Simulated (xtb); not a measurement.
AlClH₄O₂Si, SMILES [Al]([O][SiH3])([OH])[Cl]. All values are semi-empirical tight-binding results from xtb (GFN2-xTB unless named), good for trends rather than for accurate numbers. Geometry optimised at GFN2-xTB. The structure was generated by enumeration; whether it is a known compound was not checked. One conformer was computed; it need not be the lowest.

For metal compounds this method's bond lengths and energies can be far off.

### Question
Estimate the properties. (An estimate is asked for; the answer gives what the named calculation found.)

### Answer

```
Quantity                                      Result
-------------------------------------  -------------
orbital gap                                  4.09 eV
zero-point energy                      26.5 kcal/mol
G − E(el) at 298.15 K (modified RRHO)   4.7 kcal/mol
```
